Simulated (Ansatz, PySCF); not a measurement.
CH8ClNSi2, SMILES C[Si@@](N)([SiH3])Cl. Atoms are numbered in the order given.

```xyz
13

C     -1.1884    -1.3758     1.1201
Si    -0.2829     0.0403     0.2952
N     -0.8156     1.5252     0.9974
Si     2.0533    -0.0516     0.4266
Cl    -0.7064    -0.1045    -1.7775
H     -0.9776    -1.3933     2.2010
H     -0.8840    -2.3384     0.6819
H     -2.2764    -1.2705     0.9760
H     -0.3646     2.3943     0.7249
H     -1.8111     1.6771     1.1432
H      2.6360     1.1722    -0.2017
H      2.5144    -0.1200     1.8465
H      2.5612    -1.2521    -0.2994
```
Charge 0, spin multiplicity 1.

Geometry optimised at B3LYP-D3(BJ)/def2-SVP. The structure was generated by enumeration; whether it is a known compound was not checked. One conformer was computed; it need not be the lowest.

Two levels are set side by side: PBE-D3(BJ)/def2-SVP (Ansatz, a program for electronic structure) and B3LYP-D3(BJ)/def2-SVP (Ansatz). Each level has its own optimised geometry; the coordinates shown are those of the second. Frequencies come from the Hessian of PySCF at each geometry. Differences are taken from unrounded values.

```csv
quantity,B3LYP-D3(BJ)
mean bond length (Å),1.490
bond C1–Si2 (Å),1.872
bond Si2–N3 (Å),1.727
bond Si2–Si4 (Å),2.342
bond Si2–Cl5 (Å),2.121
bond C1–H6 (Å),1.101
bond C1–H7 (Å),1.101
bond C1–H8 (Å),1.103
bond N3–H9 (Å),1.016
bond N3–H10 (Å),1.018
bond Si4–H11 (Å),1.494
bond Si4–H12 (Å),1.494
bond Si4–H13 (Å),1.492
highest harmonic wavenumber (cm⁻¹),3640
mean harmonic wavenumber (cm⁻¹),1195
zero-point energy (kcal/mol),56.39
```

Problem. What does PBE-D3(BJ) give, and how far is it from B3LYP-D3(BJ)? (The exact figures need the calculation; the answer reports its results.)

Solution. 
| quantity | PBE-D3(BJ) | PBE-D3(BJ) minus B3LYP-D3(BJ) |
|---|---|---|
| mean bond length (Å) | 1.498 | 0.008 |
| bond C1–Si2 (Å) | 1.878 | 0.006 |
| bond Si2–N3 (Å) | 1.738 | 0.011 |
| bond Si2–Si4 (Å) | 2.347 | 0.005 |
| bond Si2–Cl5 (Å) | 2.125 | 0.005 |
| bond C1–H6 (Å) | 1.108 | 0.007 |
| bond C1–H7 (Å) | 1.108 | 0.007 |
| bond C1–H8 (Å) | 1.110 | 0.007 |
| bond N3–H9 (Å) | 1.024 | 0.008 |
| bond N3–H10 (Å) | 1.025 | 0.008 |
| bond Si4–H11 (Å) | 1.507 | 0.013 |
| bond Si4–H12 (Å) | 1.507 | 0.013 |
| bond Si4–H13 (Å) | 1.505 | 0.013 |
| highest harmonic wavenumber (cm⁻¹) | 3564 | -76 |
| mean harmonic wavenumber (cm⁻¹) | 1164 | -32 |
| zero-point energy (kcal/mol) | 54.90 | -1.49 |

GGA bonds tend to be longer and softer than those of functionals with exact exchange. Differences between two approximate levels are no errors against the true value.
